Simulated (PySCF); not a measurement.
A structure optimised at PBE-D3(BJ)/def2-SVP, used in a PySCF frequency run:

```
Si
F 1 1.6322
F 1 1.6322 2 104.32
O 1 1.6550 2 109.98 3 117.90
H 4 0.9731 1 116.48 2 -57.17
C 1 1.8467 2 111.36 3 -120.23
H 6 1.1076 1 110.51 2 57.99
H 6 1.1078 7 108.41 1 121.33
H 6 1.1078 7 108.41 8 117.34
```

Task: Write its SMILES, formula and point group.

Result: C[Si](O)(F)F, CH₄F₂OSi, Cs

Task: What are its rotational constants (standard atomic weights)?

Result: 3.8208, 3.5671, 3.4988 GHz
